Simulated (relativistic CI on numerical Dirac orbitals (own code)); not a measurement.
## Sb5+: computed level list

These numbers are calculated, not measured: Dirac-Coulomb-Breit CI, KLI orbitals optimised for each configuration, model QED (radiative potential, 1s self-energy scaled to tabulated hydrogen-like ionisation energies), valence Slater integrals scaled by 0.85, P86 correlation energy added to each configuration (own radial code, finite nucleus).

CI space (outside the closed core [Kr]): 4d¹⁰, 4d⁹5s, 4d⁹4f, 4d⁹5p, 4d⁹5d, 4d⁹6s, 4d⁹6p, 4d⁹6d, 4d⁹5f, 4d⁹7s, 4d⁹5g, 4d⁹7p, 4d⁹6f, 4d⁹7d. Double excitations out of closed p, d and f shells are left out; levels of such configurations are missing from the list, as are those of other unlisted configurations, and high levels can miss mixing partners.

```tsv
No.	Configuration	Term	J	E (eV)	%	Next component (%)	Lifetime (s)	jj configuration (%)
1	4d¹⁰	¹S	0	0.0000	100			closed (100)
2	4d⁹5s	³D	3	31.0747	100			4d5/2^5 5s (100)
3	4d⁹5s	³D	2	31.4141	69	31 ¹D	4.06e-05	4d5/2^5 5s (92)
4	4d⁹5s	³D	1	32.3252	100		9.08e-02	4d3/2^3 4d5/2^6 5s (100)
5	4d⁹5s	¹D	2	32.7235	69	31 ³D	1.62e-05	4d3/2^3 4d5/2^6 5s (92)
6	4d⁹5p	³P°	2	41.9092	84	12 ³D°	5.78e-10	4d5/2^5 5p1/2 (84)
7	4d⁹5p	³F°	3	42.3057	57	33 ¹F°	5.62e-10	4d5/2^5 5p1/2 (97)
8	4d⁹5p	³P°	1	43.1882	87	11 ³D°	3.94e-10	4d5/2^5 5p3/2 (51)
9	4d⁹5p	³F°	4	43.2950	100		4.05e-10	4d5/2^5 5p3/2 (100)
10	4d⁹5p	³F°	2	43.2951	87	8 ³D°	5.26e-10	4d3/2^3 4d5/2^6 5p1/2 (79)
11	4d⁹5p	¹D°	2	43.9659	67	20 ³D°	4.17e-10	4d5/2^5 5p3/2 (70)
12	4d⁹5p	³P°	0	44.0290	100		4.48e-10	4d3/2^3 4d5/2^6 5p3/2 (100)
13	4d⁹5p	³D°	3	44.1019	71	28 ¹F°	3.66e-10	4d5/2^5 5p3/2 (96)
14	4d⁹5p	¹P°	1	44.3225	84	16 ³D°	3.48e-11	4d3/2^3 4d5/2^6 5p1/2 (64)
15	4d⁹5p	³F°	3	44.8216	43	39 ¹F°	4.03e-10	4d3/2^3 4d5/2^6 5p3/2 (97)
16	4d⁹5p	³D°	1	45.0742	73	14 ¹P°	1.37e-10	4d3/2^3 4d5/2^6 5p3/2 (81)
17	4d⁹5p	³D°	2	45.3071	59	30 ¹D°	3.66e-10	4d3/2^3 4d5/2^6 5p3/2 (95)
18	4d⁹5d	³S	1	58.4996	81	16 ³P	1.16e-10	4d5/2^5 5d3/2 (62)
19	4d⁹5d	³G	4	59.1002	56	42 ¹G	1.11e-10	4d5/2^5 5d3/2 (96)
20	4d⁹5d	³G	5	59.1807	100		1.23e-10	4d5/2^5 5d5/2 (100)
21	4d⁹5d	³P	2	59.1937	63	35 ³D	1.11e-10	4d5/2^5 5d3/2 (76)
22	4d⁹5d	¹P	1	59.2248	53	23 ³D	1.24e-10	4d5/2^5 5d5/2 (64)
23	4d⁹5d	³D	3	59.4149	64	29 ³F	1.14e-10	4d5/2^5 5d3/2 (72)
24	4d⁹5d	¹F	3	59.5805	44	23 ³D	1.20e-10	4d5/2^5 5d5/2 (71)
25	4d⁹5d	¹D	2	59.6335	45	21 ³D	1.21e-10	4d5/2^5 5d5/2 (73)
26	4d⁹5d	³F	4	59.6963	77	18 ¹G	1.23e-10	4d5/2^5 5d5/2 (95)
27	4d⁹5d	³P	0	59.8187	98	2 ¹S	1.12e-10	4d5/2^5 5d5/2 (53)
28	4d⁹5d	³P	1	60.2126	41	38 ¹P	1.20e-10	4d3/2^3 4d5/2^6 5d5/2 (53)
29	4d⁹5d	³G	3	60.3642	72	20 ¹F	1.10e-10	4d3/2^3 4d5/2^6 5d3/2 (91)
30	4d⁹5d	³D	1	60.5188	72	20 ³P	1.16e-10	4d3/2^3 4d5/2^6 5d3/2 (57)
```

Energies count from the lowest computed level; ° marks odd parity; lifetimes are radiative, by E1, M1, E2 decay to levels of this space only; some are left blank where a channel outside the calculation adds to the decay or the decay crosses a small, uncertain gap. Filled j subshells are mostly left out of the jj labels.

The mean weight of the leading LS term, summed over parents, in these 30 levels is 74 %, and that of the leading jj configuration (from the same eigenvectors) 82 %.

At this charge configurations can still be misplaced by up to about 7 % of their energy. Levels and lines within the n = 5 or 6 shells can be off by up to 10 % or somewhat more, and those that change n by about 2 %, since core polarisation is missing. 2 of the 2 excited levels that our extract of the measured tables holds in this range could be paired (the sources list more); they are missed by 7541 cm⁻¹ on average and 7573 at most, and levels without a partner can miss by more.

LS names give the leading component of a level, which can be under half, so a name can repeat, a term be missing and a line seem to break the LS rules.
